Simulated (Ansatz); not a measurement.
Breaking the Si1–H2 bond in CH4OSi (SMILES CO[SiH]) (multiplicity 1 held, fragments rigid). Energies count from the point at 1.549 Å.
Geometry at that point (charge 0, multiplicity 1):
```tsv
atom	x (Å)	y (Å)	z (Å)
Si	-0.4080	-0.6790	0.9181
H	-1.3102	-1.1884	-0.2339
O	0.4506	0.4193	0.0465
C	0.3828	0.7821	-1.3262
H	0.1532	1.8459	-1.4010
H	1.3533	0.5993	-1.7897
H	-0.3865	0.2027	-1.8435
```

Unrestricted levels (U-) break spin symmetry where that is lower. Active spaces are followed from a long bond inwards. Levels need not reach the same state.

Frozen-core correlation.

The values were computed with Ansatz (an electronic-structure program). Values without a source in brackets are computed.

Energies in kcal/mol.

| R (Å) | U-SCS-MP2/cc-pV(D+d)Z | U-CCSD(T)/cc-pV(D+d)Z | FIC-NEVPT4(SD) on CASSCF(2,2)/cc-pV(D+d)Z | FIC-MRCISD on CASSCF(2,2)/cc-pV(D+d)Z | FIC-MRCISD+Q on CASSCF(2,2)/cc-pV(D+d)Z |
|---|---|---|---|---|---|
| 1.240 | 25.8 | 24.4 | 24.6 | 24.5 | 24.4 |
| 1.394 | 5.5 | 4.7 | ___ | 4.8 | 4.7 |
| 1.549 | 0.0 | 0.0 | 0.0 | 0.0 | 0.0 |
| 1.704 | 2.2 | 3.0 | 2.8 | 2.9 | 3.0 |
| 1.859 | 8.9 | 9.7 | 9.3 | 9.5 | 9.6 |
| 2.092 | 22.3 | 22.1 | 21.4 | 21.7 | 21.9 |
| 2.324 | 41.6 | 34.6 | 33.4 | 33.8 | 34.2 |
| 2.711 | 61.3 | 52.8 | ___ | 50.6 | 51.0 |
| 3.099 | 68.4 | 65.5 | 61.0 | 62.0 | 62.4 |
| 3.564 | 71.3 | 72.3 | 68.4 | 69.4 | 69.9 |
| 4.183 | 72.3 | 74.3 | ___ | 72.8 | 73.5 |
| 4.958 | 72.7 | 74.7 | 72.9 | 73.8 | 74.5 |

### Question
Some entries are withheld; supply them.

### Answer

- 1.394, FIC-NEVPT4(SD) on CASSCF(2,2)/cc-pV(D+d)Z: 4.9
- 4.183, FIC-NEVPT4(SD) on CASSCF(2,2)/cc-pV(D+d)Z: 71.9
- 2.711, FIC-NEVPT4(SD) on CASSCF(2,2)/cc-pV(D+d)Z: 49.8

Doubts at one or more of the structures used: a spin-contaminated determinant (U-SCS-MP2/cc-pV(D+d)Z, U-CCSD(T)/cc-pV(D+d)Z); T1 above 0.05 (U-CCSD(T)/cc-pV(D+d)Z).
